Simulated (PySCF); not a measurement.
CdS, SMILES [Cd]=[S]. The structure is a stationary point at B3LYP-D3(BJ)/def2-TZVPD. The def2 effective core potentials stand for the cores of Cd; spin–orbit coupling is left out.

All values below come from B3LYP-D3(BJ)/def2-TZVPD (PySCF).

Harmonic wavenumbers (cm⁻¹): 360. Rotational constants (GHz): 3.929 (linear); symmetry number 1.

Question: Work out the zero-point energy and the ideal-gas rigid-rotor harmonic-oscillator thermochemistry at 298.15 K and 1 atm.

Answer: ZPE = ½ Σ hcν = ½ × 360 cm⁻¹ = 2.15 kJ/mol. H − E(el) = 11.75 kJ/mol. Entropy in J/(mol K): translation 170.77, rotation 69.56, vibration 4.69, total 245.02. G − E(el) = -61.30 kJ/mol. Cp = 35.60 J/(mol K).
